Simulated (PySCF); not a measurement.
From one molecule to another.

First species: GaCl2(CH2SiH3), CH₅Cl₂GaSi.
Structure used (PBE0-D3(BJ)/def2-SVP), in Å, numbered top down from 1:
```xyz
10
CH5Cl2GaSi angstrom
Ga     0.806    1.402   -0.570
Cl     2.941    1.571   -0.627
Cl    -0.242    3.242   -0.254
C     -0.103   -0.299   -0.762
Si    -0.610   -1.067    0.884
H     -1.005   -0.134   -1.374
H      0.572   -0.981   -1.302
H      0.599   -1.282    1.737
H     -1.542   -0.148    1.606
H     -1.292   -2.379    0.668
```

Second species: C4H12O2Si.
Numbering: `[CH3:1][O:2][Si:3]([CH3:4])([CH3:5])[O:6][CH3:7]` (hydrogens: H8, H9, H10 on C1; H11, H12, H13 on C4; H14, H15, H16 on C5; H17, H18, H19 on C7)

Levels: wB97X-D/def2-SVPD for HOMO energy, LUMO energy, HOMO–LUMO gap and static isotropic polarisability; TDDFT wB97X-D/def2-SVPD for lowest singlet excitation; TDA wB97X-D/def2-SVPD for lowest triplet excitation (Tamm–Dancoff). Geometries: PBE0-D3(BJ)/def2-SVP. Each species is one conformer at its optimised geometry, gas phase, non-relativistic unless stated. Electronic properties by PySCF.

Dipoles, sizes and rotational constants follow the conformer. The torsions of the flexible species, by atom-mapped SMILES:
- `[CH3:1][O:2][Si:3]([CH3:4])([CH3:5])[O:6][CH3:7]`: C1–O2–Si3–C4 71°, O2–Si3–O6–C7 52°

```
                                property   column X  column Y
                             HOMO energy  -10.63 eV  -9.57 eV
                             LUMO energy    0.19 eV   2.05 eV
                           HOMO–LUMO gap   10.82 eV  11.62 eV
               lowest singlet excitation    6.23 eV   7.59 eV
lowest triplet excitation (Tamm–Dancoff)    5.94 eV   7.48 eV
         static isotropic polarisability    93.5 au   81.0 au
```

Which column belongs to which species?

Column X is the first species and column Y the second. The first has 10 atoms and 90 electrons, the second 19 and 66.

How does each property change from the first species to the second?

HOMO energy +1.06 eV; LUMO energy +1.86 eV; HOMO–LUMO gap +0.80 eV; lowest singlet excitation +1.36 eV; lowest triplet excitation (Tamm–Dancoff) +1.54 eV; static isotropic polarisability -12.5 au.

On the first: The polarisability is 13.86 Å³ as a volume (1 au = 0.148185 Å³), or 1.04 au for each of the 90 electrons. The principal polarisabilities are 76.5, 95.9 and 108.2 au; their mean is the isotropic value. The calculation is non-relativistic and has no spin–orbit coupling, an omission that weighs most on gallium.

On the second: The polarisability is 12.00 Å³ as a volume (1 au = 0.148185 Å³), or 1.23 au for each of the 66 electrons. The principal polarisabilities are 77.4, 80.6 and 85.0 au; their mean is the isotropic value.
